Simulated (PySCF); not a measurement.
# Polarisability and C₆ of S⁺ (sulfur, charge +1)

[Ne] 3s2 3p3, high-spin 4S determinant. All numbers are calculated (PySCF 2.14, the non-relativistic Hamiltonian (point nucleus), in aug-cc-pwCVTZ). Coupled (time-dependent) response in atomic units; α is the mean over directions.

```tsv
method	mean α (bohr³)	C₆ (like pair)	S(−4)
UHF	10.95	53.87	34.76
PBE	11.03	54.46	34.20
PBE0	10.90	53.63	33.22
BHandHLYP	10.82	53.10	32.57
```

S(−4) is the Cauchy moment in α(ω) = α(0) + S(−4) ω² + …

α(iu) at BHandHLYP:

| u (hartree) | α(iu) (bohr³) |
| --- | --- |
| 0 | 10.82 |
| 0.0500 | 10.74 |
| 0.100 | 10.51 |
| 0.200 | 9.678 |
| 0.300 | 8.572 |
| 0.500 | 6.336 |
| 0.750 | 4.259 |
| 1.00 | 2.958 |
| 1.50 | 1.624 |
| 2.00 | 1.025 |
| 3.00 | 0.5288 |
| 5.00 | 0.2351 |

A single London oscillator, α(iu) = α/(1 + u²/ω²), gives C₆ = (3/4) ω α². Matching the computed C₆ needs ω = 4 × 53.10 / (3 × 10.82²) = 0.605 hartree.

For an ion, C₆ is the dispersion term alone; charge-induced terms of lower order in 1/R come first.
